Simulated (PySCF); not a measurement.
Be(F)(GeH3) (BeFGeH₃), SMILES [F][Be][GeH3]. Atoms are numbered in the order given.

```xyz
6

Be     0.0000     0.0000    -1.3787
F      0.0000     0.0000    -2.7505
Ge     0.0000     0.0000     0.8148
H      1.2365     0.7139     1.3983
H     -1.2365     0.7139     1.3983
H      0.0000    -1.4277     1.3983
```

The structure is a stationary point at B3LYP-D3(BJ)/def2-TZVP.

The numbers are results of ωB97X/def2-TZVPD (PySCF), not measurements.

Mulliken values depend strongly on the basis, most of all with diffuse functions as here. ESP charges are fitted to the potential on shells at 1.4 to 2.0 van der Waals radii. Atomic charges (e):

| atom | meta-Löwdin | Mulliken | ESP fit |
|---|---|---|---|
| Be1 | 1.24 | 0.25 | 0.64 |
| F2 | -0.81 | -0.15 | -0.41 |
| Ge3 | -0.28 | -0.02 | -0.24 |
| H4 | -0.05 | -0.03 | 0.00 |
| H5 | -0.05 | -0.03 | 0.00 |
| H6 | -0.05 | -0.03 | 0.00 |
